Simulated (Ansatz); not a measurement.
Consider the cleavage of the Si–B bond: `B[Si](O)(F)Cl` + HCl → `O[Si](F)(Cl)Cl` + BH₃.

Calculated with Ansatz (gas phase, PBE0-D4/def2-TZVP geometries, no zero-point term in ΔE). CCSD(T)/CBS is the MP2 limit (def2-TZVPP, def2-QZVPP) plus CCSD(T) − MP2 in def2-TZVPP, frozen cores. This one scheme is used for every species. Functionals use def2-TZVPP. One conformer a species, not always the lowest.

```
         species  r2SCAN-D4 energy (Eh)
 `B[Si](O)(F)Cl`             -951.51739
             HCl             -460.78592
`O[Si](F)(Cl)Cl`            -1385.75908
             BH₃              -26.58650
```

Question: Work out ΔE.

Answer: ΔE = (-1385.75908) + (-26.58650) − (-951.51739) − (-460.78592) = -0.04227 Eh = -111.0 kJ/mol. CCSD(T)/CBS gives -110.6 kJ/mol.

Question: What do rigid-rotor, harmonic-oscillator terms from PBE0-D4/def2-TZVP frequencies (298.15 K, 1 bar) make of the CCSD(T)/CBS value? (Estimate.)

Answer: The calculation gave: ΔZPE = +2.2 kJ/mol, ΔH = -109.4 kJ/mol, ΔS = -9 J/(mol·K), ΔG = -106.9 kJ/mol.

Largest T1 diagnostic among the species: 0.011.

From PBE to PBE0 (25 % exact exchange), in def2-TZVPP and without D4, ΔE moves by −7.6 kJ/mol. At CCSD(T), def2-SVP lies +9.4 kJ/mol from the extrapolated value and def2-TZVPP +2.7 kJ/mol.
